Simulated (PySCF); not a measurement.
Spectrum to structure. Method: TDDFT B3LYP/def2-SVPD, vertical, gas phase, core orbitals frozen in the response in PySCF. Geometries: GFN2-xTB, one conformer each.

```tsv
state	λ (nm)	f
S1	266.6	0.0022
S2	233.3	0.0094
S3	222.8	0.0027
S4	205.4	0.010
S5	198.4	0.010
S6	191.4	0.0027
S7	185.4	0.0002
S8	179.3	0.110
```

Orbital energies (eV): HOMO-3 -9.00, HOMO-2 -8.31, HOMO-1 -7.58, HOMO -6.24, LUMO -0.62, LUMO+1 0.09, LUMO+2 0.54.

Task: Which candidate is it? All have the formula C6H11P.
A. `CC[C@@H](C)P1C=C1`
B. `C#CCPCCC`
C. `CC1=CCP(C)C1`
D. `CC1=C(C(C)C)P1`

Result: A. Its S1, at 4.65 eV, is the lowest among the candidates; the nearest of the others has S1 at 5.25 eV. S1 is HOMO→LUMO (97%). Löwdin shares by element: HOMO carbon 46% or more, phosphorus 43%; LUMO carbon 73% or more, phosphorus 8%, hydrogen 7% or more. At the same level the other candidates give, for their lowest levels:
- `CC1=C(C(C)C)P1`: 236 nm (f 0.037); 234 nm (f 0.005); 225 nm (f 0.017); 210 nm (f 0.004); 193 nm (f 0.014); T1 4.12 eV; HOMO -6.11, LUMO -0.04 eV
- `CC1=CCP(C)C1`: 222 nm (f 0.003); 208 nm (f 0.002); 202 nm (f 0.004); 198 nm (f 0.008); 196 nm (f 0.070); T1 4.38 eV; HOMO -6.30, LUMO 0.22 eV
- `C#CCPCCC`: 204 nm (f 0.011); 195 nm (f 0.084); 193 nm (f 0.010); 189 nm (f 0.024); 187 nm (f 0.009); T1 5.33 eV; HOMO -6.82, LUMO 0.14 eV

The values belong to the conformer `[CH3:1][CH2:2][C@@H:3]([CH3:4])[P:5]1[CH:6]=[CH:7]1`: C1–C2–C3–C4 175°, C2–C3–P5–C6 112°.
Triplets come from the Tamm–Dancoff approximation.
